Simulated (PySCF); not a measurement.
Shieldings and the share of exact exchange

Molecule: SMILES [SiH2]([SiH2]O[SiH3])S, H$_{8}$OSSi$_{3}$.

Bonds (- single, = double, # triple, : aromatic): Si1-O2 1.659 Å, O2-Si3 1.663 Å, Si3-Si4 2.338 Å, Si4-S5 2.160 Å. Si1 carries H6, H7, H8; Si3 carries H9, H10; Si4 carries H11, H12; S5 carries H13.

GIAO shieldings (ppm, equivalent atoms averaged) in PySCF 2.14.0 with density-fitted response routines on the PBE0-D3(BJ)/def2-SVP geometry, basis pcSseg-1, gas phase, non-relativistic:

| functional | exact exchange (%) | σ(Si3) | σ(Si1) | σ(Si4) | σ(O2) |
| --- | --- | --- | --- | --- | --- |
| BLYP | 0 | 356.3 | 366.3 | 377.9 | 318.9 |
| BP86 | 0 | 362.5 | 368.7 | 389.2 | 324.9 |
| PBE | 0 | 363.3 | 369.7 | 391.9 | 325.3 |
| B3LYP | 20 | 368.7 | 378.7 | 390.9 | 328.4 |
| mPW1PW91 | 25 | 377.6 | 384.8 | 404.5 | 335.1 |
| BHandHLYP | 50 | 388.2 | 398.7 | 410.1 | 338.3 |
| HF | 100 | 424.3 | 435.4 | 444.1 | 349.1 |

Q: Fit each shielding as a line in the percentage of exact exchange.

A: σ(Si3) = 359.8 + 0.63 x (rms 3.0 ppm); σ(Si1) = 367.5 + 0.67 x (rms 1.6 ppm); σ(Si4) = 385.4 + 0.57 x (rms 5.2 ppm); σ(O2) = 324.1 + 0.26 x (rms 2.7 ppm). The functionals also differ in their semilocal parts, which the line can't hold; Hartree–Fock has no correlation at all.

Q: What does the line predict for PBE0 (25 %), and what does the run give?

A: σ(Si3): 375.6 predicted, 378.9 computed; σ(Si1): 384.2 predicted, 385.9 computed; σ(Si4): 399.6 predicted, 407.2 computed; σ(O2): 330.6 predicted, 335.8 computed ppm.
